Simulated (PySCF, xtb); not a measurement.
GaF₂, SMILES [F][Ga+][F], charge +1.

xtb 6.7.1 with GFN2-xTB at its own geometry gives an orbital gap of 2.37 eV.

The structure is a stationary point at PBE0-D3(BJ)/def2-TZVP. The spin state was assumed, not searched. The isomer is the one that the SMILES or the coordinates give; other isomers of the formula were not compared.

What does PBE0/def2-TZVPD run with PySCF give? (An estimate is asked for; the answer gives what the named calculation found.)

gap 8.60 eV (levels -19.20 and -10.60 eV).
